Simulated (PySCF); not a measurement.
First SCF of a structure search on quartet ClCuN, at a hand-made bent geometry. PySCF input:

```python
from pyscf import gto, scf, dft
mol = gto.M(atom='''
Cu     0.000000     0.000000     0.000000
N     -1.433500     0.000000     1.003800
Cl     1.728400     0.000000     1.210200''',
    basis={'Cu': 'def2-TZVP', 'N': 'def2-TZVP', 'Cl': 'def2-TZVP'},
    charge=0, spin=3)
mf = dft.UKS(mol, xc='PBE0')
mf.grids.atom_grid = (50, 194)
aux = {'Cu': 'def2-universal-JKFIT', 'N': 'def2-universal-JKFIT', 'Cl': 'def2-universal-JKFIT'}
mf = mf.density_fit(auxbasis=aux)
mf.conv_tol = 1e-08
mf.diis_space = 10
mf.max_cycle = 60
mf.init_guess = 'minao'
mf.verbose = 4
mf.kernel()
```

Excerpt of the output (cycles alone):

```
init E= -2154.52693573996
cycle= 1 E= -2150.2255193283  delta_E=  4.3  |g|= 4.48  |ddm|= 1.65
cycle= 2 E= -2134.02789764789  delta_E= 16.2  |g|= 8.62  |ddm|= 6.11
cycle= 3 E= -2153.84700135492  delta_E= -19.8  |g|= 2.49  |ddm|=  5.3
cycle= 4 E= -2154.11992084728  delta_E= -0.273  |g|= 1.41  |ddm|= 1.22
cycle= 5 E= -2154.87443262841  delta_E= -0.755  |g|= 0.567  |ddm|= 1.28
cycle= 6 E= -2154.92510272137  delta_E= -0.0507  |g|= 0.218  |ddm|= 0.378
cycle= 7 E= -2154.94439038487  delta_E= -0.0193  |g|= 0.0439  |ddm|= 0.185
cycle= 8 E= -2154.94549525196  delta_E= -0.0011  |g|= 0.0197  |ddm|= 0.0522
cycle= 9 E= -2154.94575446351  delta_E= -0.000259  |g|= 0.00596  |ddm|= 0.021
cycle= 10 E= -2154.94581234652  delta_E= -5.79e-05  |g|= 0.00453  |ddm|= 0.0141
cycle= 11 E= -2154.94582886672  delta_E= -1.65e-05  |g|= 0.00281  |ddm|= 0.00818
cycle= 12 E= -2154.94583330216  delta_E= -4.44e-06  |g|= 0.000657  |ddm|= 0.00464
cycle= 13 E= -2154.94583363  delta_E= -3.28e-07  |g|= 0.000176  |ddm|= 0.00122
cycle= 14 E= -2154.94583366797  delta_E= -3.8e-08  |g|= 5.89e-05  |ddm|= 0.000395
cycle= 15 E= -2154.94583367766  delta_E= -9.68e-09  |g|= 2.87e-05  |ddm|= 0.000188
Extra cycle  E= -2154.94583367872  delta_E= -1.06e-09  |g|= 5.92e-05  |ddm|= 7.06e-05
converged SCF energy = -2154.94583367872  <S^2> = 3.7635814  2S+1 = 4.006785
```

No lower solution of this spin was found from smeared starts or by a stability analysis within the unrestricted form.

Open d and f shells are described by one determinant, and the ground state may have another occupation or spin.

The search for the lowest solution, 3 starts and the stability check together, took 12 s on 4 threads of a shared Arm Neoverse V2 host, with 113 basis functions; the process peaked at 0.43 GiB. Launch command: `OMP_NUM_THREADS=4 python axn.py task.json out`.
